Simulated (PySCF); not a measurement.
Electronic structure of S (sulfur, neutral) at the UHF level

Configuration: [Ne] 3s2 3p4, high-spin 3P determinant. All numbers are calculated (PySCF 2.14, the spin-free X2C one-electron Hamiltonian (Gaussian nucleus), in aug-cc-pCVTZ-DK with one added diffuse shell each of s, p, d, f type (9s8p6d4f, 91 functions)).

| Quantity | Value |
| --- | --- |
| Total energy | -398.591033 hartree |
| One-electron energy | -550.8555 hartree |
| Hartree (Coulomb) energy | 177.4063 hartree |
| Exchange energy | -25.1418 hartree |
| ⟨S²⟩ | 2.0132 |
| ⟨L²⟩ | 2.050 |
| Sum of ⟨r⟩ | 15.46 bohr |
| Sum of ⟨r²⟩ | 29.16 bohr² |
| Traceless quadrupole moment −½Σ⟨3z² − r²⟩ along its main axis | -2.17 e·bohr² |
| Langevin diamagnetic susceptibility | -23.1 ×10⁻⁶ cm³/mol |

```json
{"shell": "1s α", "electrons": "1", "mean orbital energy (eV)": "-2511.7", "spread (eV)": "0", "rms radius, mean of both spins (bohr)": "0.112"}
{"shell": "1s β", "electrons": "1", "mean orbital energy (eV)": "-2511.2", "spread (eV)": "0", "rms radius, mean of both spins (bohr)": "0.112"}
{"shell": "2s α", "electrons": "1", "mean orbital energy (eV)": "-246.62", "spread (eV)": "0", "rms radius, mean of both spins (bohr)": "0.516"}
{"shell": "2s β", "electrons": "1", "mean orbital energy (eV)": "-246.11", "spread (eV)": "0", "rms radius, mean of both spins (bohr)": "0.516"}
{"shell": "2p α", "electrons": "3", "mean orbital energy (eV)": "-182.30", "spread (eV)": "0.556", "rms radius, mean of both spins (bohr)": "0.491"}
{"shell": "2p β", "electrons": "3", "mean orbital energy (eV)": "-181.34", "spread (eV)": "0.457", "rms radius, mean of both spins (bohr)": "0.491"}
{"shell": "3s α", "electrons": "1", "mean orbital energy (eV)": "-27.065", "spread (eV)": "0", "rms radius, mean of both spins (bohr)": "1.85"}
{"shell": "3s β", "electrons": "1", "mean orbital energy (eV)": "-21.192", "spread (eV)": "0", "rms radius, mean of both spins (bohr)": "1.85"}
{"shell": "3p α", "electrons": "3", "mean orbital energy (eV)": "-12.593", "spread (eV)": "1.938", "rms radius, mean of both spins (bohr)": "2.25"}
{"shell": "3p β", "electrons": "1", "mean orbital energy (eV)": "-10.312", "spread (eV)": "0", "rms radius, mean of both spins (bohr)": "2.25"}
```

Densities and radii are taken from the X2C orbitals without a picture-change correction, which distorts them close to the nucleus.

Spin-orbit constants ζ (cm⁻¹) from the X2C one-electron operator on these orbitals: bare nucleus, nucleus screened by l(l+1)(2l+1)/3 electrons, and screened by the Breit-Pauli mean field of the electrons.

```tsv
shell	bare	screened nucleus	mean field
2p	7469	6536	6110
3p	463.3	405.4	372.9
```

To first order the Landé constant is A = -186.5 cm⁻¹, so the lowest level has J = 2 and lies 0.0231 eV below the centre of the term. This holds in LS coupling only.
